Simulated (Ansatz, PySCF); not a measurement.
This Ansatz (a first-principles code) input computes a B3LYP/def2-TZVPD energy:

Ansatz 0.2 input:
```yaml
crystal:
  periodic: [false, false, false]
  atoms:
    - {symbol: Pb, position_ang: [-0.00000000, -0.00000000, -0.40746333]}
    - {symbol: Cl, position_ang: [0.00000000, 0.00000000, 1.96541136]}
basis:
  gaussian:
    orbitals: def2-TZVPD
hamiltonian:
  xc: {name: B3LYP}
total_charge: 1
output: {forces: true}
```

### Question
Write an input for the same energy in PySCF and say what it gives.

### Answer

```python
from pyscf import gto, scf, dft

mol = gto.M(
    atom='''
    Pb   -0.00000000   -0.00000000   -0.40746333
    Cl    0.00000000    0.00000000    1.96541136
    ''',
    basis='def2-tzvpd',
    ecp='def2-tzvp',
    charge=1,
    spin=0,
    verbose=4,
)

mf = dft.RKS(mol, xc='b3lyp').density_fit(auxbasis='def2-universal-jkfit')
mf.grids.level = 3
mf.conv_tol = 1e-9
mf.max_cycle = 100
mf.max_memory = 1500
mf.kernel()
if not mf.converged:
    mf = mf.newton()
    mf.kernel(mf.make_rdm1())
mf.analyze()
```
It gives -652.95823 Eh, and Ansatz -652.95820 Eh, a difference of 0.03 mEh, from the treatment of integrals and grids.
